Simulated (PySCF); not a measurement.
CH₃Se, SMILES C[Se] (connectivity only; charge and spin as stated), charge -1, multiplicity 1.

Coordinates come from a ωB97X-D3(BJ)/def2-TZVPD optimisation. The multiplicity is an assumed one; other spin states were not compared. The isomer is the one that the SMILES or the coordinates give; other isomers of the formula were not compared.

All values below come from ωB97X-D3(BJ)/def2-TZVPD (PySCF).

Frequencies are harmonic and unscaled.

Modes within 1.5 cm⁻¹ of each other (mostly degenerate sets) share a row, with their intensities summed.

Computed harmonic wavenumbers and intensities:
```json
[
 {"mode": "1", "ν (cm⁻¹)": "611", "IR (km/mol)": "5.0", "Raman (Å⁴/amu)": "24.7", "depolarisation": "0.24", "moving atoms (share of kinetic energy)": "C 70 %, Se 16 %, H 14 %"},
 {"mode": "2–3", "ν (cm⁻¹)": "880", "IR (km/mol)": "19.7", "Raman (Å⁴/amu)": "8.4", "depolarisation": "0.75", "moving atoms (share of kinetic energy)": "H 86 %, C 13 %"},
 {"mode": "4", "ν (cm⁻¹)": "1287", "IR (km/mol)": "21.9", "Raman (Å⁴/amu)": "34.5", "depolarisation": "0.01", "moving atoms (share of kinetic energy)": "H 85 %, C 15 %"},
 {"mode": "5–6", "ν (cm⁻¹)": "1483", "IR (km/mol)": "2.2", "Raman (Å⁴/amu)": "5.5", "depolarisation": "0.75", "moving atoms (share of kinetic energy)": "H 94 %"},
 {"mode": "7", "ν (cm⁻¹)": "3028", "IR (km/mol)": "152.9", "Raman (Å⁴/amu)": "135.9", "depolarisation": "0.19", "moving atoms (share of kinetic energy)": "H 98 %"},
 {"mode": "8–9", "ν (cm⁻¹)": "3092", "IR (km/mol)": "52.9", "Raman (Å⁴/amu)": "170.8", "depolarisation": "0.75", "moving atoms (share of kinetic energy)": "H 90 %, C 10 %"}
]
```
